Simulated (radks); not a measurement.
Results of a calculation; reference values are marked as such.
All-electron atom: the oxygen ion O5+ in [He] 2s1. Level of theory: non-relativistic Kohn-Sham, LDA (Slater exchange, VWN5 correlation), spin-polarised, spherical densities, point nucleus; open shells are filled with parallel spins first (a radial shooting solver on a logarithmic mesh with Libxc functionals).

Unscreened Slater integrals over Kohn-Sham orbitals (hartree). They are taken over the spin-up orbitals. Empty in this configuration: 2p.

integral,value
"F0(2s,2s)",1.0110
"F0(2s,1s)",1.4134
"G0(2s,1s)",0.13180
"F0(2s,2p)",1.0597
"G1(2s,2p)",0.62421
"F0(1s,1s)",4.7248
"F0(1s,2p)",1.5438
"G1(1s,2p)",0.24414
"F0(2p,2p)",1.1342
"F2(2p,2p)",0.54265
